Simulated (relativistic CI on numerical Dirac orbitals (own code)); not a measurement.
## Os⁴⁺: 4f photoemission

Computed with this model: Dirac-Coulomb-Breit CI, orbitals from a KLI potential per configuration, a model potential for QED, valence Slater integrals scaled by 0.8, multiplet model of photoemission in the sudden approximation; configurations [Xe] 4f14 5d4 → [Xe] 4f13 5d4; 80 K; Lorentzian 0.17 eV and Gaussian 0.5 eV FWHM. Energies are those of the free ion, without screening or charge transfer. The energies are binding energies and can lie tens of eV above those of solids. S is read from ⟨S²⟩ = S(S + 1).

Field parameters in Wybourne normalisation: D3d B²₀ = −7Dσ, B⁴₀ = −14Dq − 21Dτ, B⁴₃ = −14√(10/7) Dq. The field is a parameter set, without covalency.

free ion: ground-state S = 1.71, centroid 108.51 eV. Peaks (eV, height): 107.0 (100), 108.8 (17), 110.6 (41).

D3d, 10Dq = 20900, Dσ = -1200, Dτ = -340 cm⁻¹: ground-state S = 1.19, centroid 108.67 eV. Peaks (eV, height): 107.1 (100), 108.7 (13), 110.3 (45).

Strongest unbroadened transitions for D3d, 10Dq = 20900, Dσ = -1200, Dτ = -340 cm⁻¹:

| Energy (eV) | Relative strength |
| --- | --- |
| 107.00 | 100.0 |
| 107.13 | 97.6 |
| 107.18 | 95.2 |
| 107.23 | 93.9 |
| 109.97 | 10.8 |
| 110.10 | 22.2 |
| 110.11 | 8.2 |
| 110.18 | 6.9 |
| 110.25 | 13.5 |
| 110.27 | 16.0 |
| 110.29 | 9.8 |
| 110.38 | 7.5 |
| 110.40 | 14.2 |
| 110.43 | 8.5 |
| 110.48 | 8.3 |
| 110.53 | 6.3 |
| 110.60 | 7.7 |
| 110.66 | 12.3 |
